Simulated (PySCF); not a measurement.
Below is a simulated gas-phase C 1s photoelectron spectrum of `[SiH3]NC1CC1`.

Every computed line was given a Gaussian of 0.5 eV full width at half maximum and an area set by the number of equivalent atoms; the highest printed point is 100. Level of theory: PySCF 2.14.0, delta-SCF UKS SCAN, pcX-2 on the ionised atom, pcseg-1 elsewhere, spin-free X2C.

(binding energy (eV), intensity): (289.8, 0), (289.9, 1), (290.0, 5), (290.1, 14), (290.2, 32), (290.3, 58), (290.4, 85), (290.5, 100), (290.6, 94), (290.7, 71), (290.8, 43), (290.9, 22), (291.0, 13), (291.1, 14), (291.2, 23), (291.3, 37), (291.4, 48), (291.5, 50), (291.6, 41), (291.7, 28), (291.8, 15), (291.9, 6), (292.0, 2), (292.1, 1), (292.2, 0)

Task: Count the maxima, the lines and the sites behind this envelope.

Result: The curve has 2 maxima (at 290.5 and 291.5 eV). Under it lie 2 lines from 2 inequivalent carbon sites.

Task: Decompose the envelope and assign each component. Numbering: `[SiH3:1][NH:2][CH:3]1[CH2:4][CH2:5]1`.

Result: 
```
position (eV)  relative area  line  atoms                   environment
       290.52              2  C 1s  C4/C5    three-membered-ring carbon
       291.47              1  C 1s     C3  sp3 carbon bound to nitrogen
```

Task: What are the centre and the root-mean-square width of the whole band?

Result: The area-weighted mean of the lines is 290.84 eV. Their own spread about it is 0.44 eV (rms) and each Gaussian has σ = 0.5/2.355 = 0.21 eV; the variances add, which gives 0.49 eV.

Lowest listed C 1s: C4/C5, bonded to 2 C and 2 H. Highest, 0.95 eV above it: C3, bonded to N, 2 C and H. Summing the Pauling electronegativity differences to the bonded atoms, each weighted by its formal bond order, gives -0.70 for the lowest site and +0.14 for the highest.

Shake-up satellites, vibrational structure and lifetime widths aren't simulated. One atom of each set of topologically equivalent atoms was ionised and stands for the set; in this conformer not all members are related by symmetry, and their own values weren't computed. One conformer (not necessarily the lowest) at the PBE0-D3(BJ)/def2-SVP geometry, without solvent, vibrations or thermal averaging.

Conformer computed: `[SiH3:1][NH:2][CH:3]1[CH2:4][CH2:5]1`: Si1–N2–C3–C4 -137°.
